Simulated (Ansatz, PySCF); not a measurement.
Molecule: aminoborane, sum formula BNH₄, net charge 0, singlet state. 
Structure (B3LYP-D3(BJ)/def2-TZVP (Ansatz, a first-principles code) minimum search):
SMILES: BN
```xyz
6

B     -0.7766     0.0323    -0.0041
N      0.6098    -0.0254     0.0032
H     -1.3984    -0.9854    -0.0254
H     -1.3119     1.0982     0.0110
H      1.1972     0.7922     0.0209
H      1.1274    -0.8889    -0.0085
```

Total electronic energies in hartree. Valence correlation only, unless marked. No spin-orbit coupling. Non-relativistic. Basis-set limits of correlation are two-point, X^-3; Hartree-Fock from the larger set.

```
level                                       program  energy (Eh)
------------------------------------  -------------  -----------
HF/aug-cc-pVTZ                               Ansatz    -81.52783
HF-D4/def2-TZVPD                      PySCF + dftd4    -81.53543
BP86-D3(BJ)/def2-TZVPD                PySCF + dftd3          ___
MP2/6-31G*                                   Ansatz    -81.73114
RI-MP2/cc-pVQZ                               Ansatz    -81.88232
RI-MP2/def2-QZVPP                            Ansatz    -81.88274
CCSD/6-31G*                                  Ansatz    -81.75583
CCSD(T)/CBS(cc-pVTZ,cc-pVQZ)                 Ansatz     -81.9286
CCSD(T)/CBS(def2-TZVPPD,def2-QZVPPD)         Ansatz     -81.9288
```

**Question.** Complete the blanks.

**Answer.** 
- BP86-D3(BJ)/def2-TZVPD, energy (Eh): -82.07024
